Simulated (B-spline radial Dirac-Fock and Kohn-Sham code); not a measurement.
Nd⁴⁺ 3s: cross section and angular parameters

System: the Nd⁴⁺ ion in the configuration 1s2 2s2 2p6 3s2 3p6 3d10 4s2 4p6 4d10 4f2 5s2 5p6; threshold 1610.8 eV (orbital energy of the model). Calculated with a radial B-spline solver, using Dirac-Hartree-Slater photoionisation with a Latter tail; cross sections with all multipoles, angular parameters from the dipole term and its interference with E2.

For linearly polarised light dσ/dΩ = σ/(4π) [1 + β P₂(cos θ) + (δ + γ cos²θ) sin θ cos φ], with θ from the polarisation vector and φ the angle between the beam and the projection of the electron momentum on the plane normal to the polarisation.

```csv
hν (eV),σ (kb),β,γ
2350,29.6,1.973,0.457
3140,18.7,1.977,0.160
3450,16.0,1.978,0.085
3950,12.7,1.979,-0.004
4000,?,?,?
5414.7,7.23,1.981,-0.122
5640,6.70,1.982,-0.127
6320,5.40,1.982,-0.128
7410,3.97,1.983,-0.097
7670,3.72,1.983,-0.086
9251.7,2.57,1.983,0.006
11400,1.68,1.983,0.175
11600,1.62,1.983,0.193
15000,0.945,1.983,0.504
```

Problem. Give the values at 4000 eV.

Solution. σ = 12.4 kb, β = 1.979, γ = -0.012. For an s subshell δ is negligible.
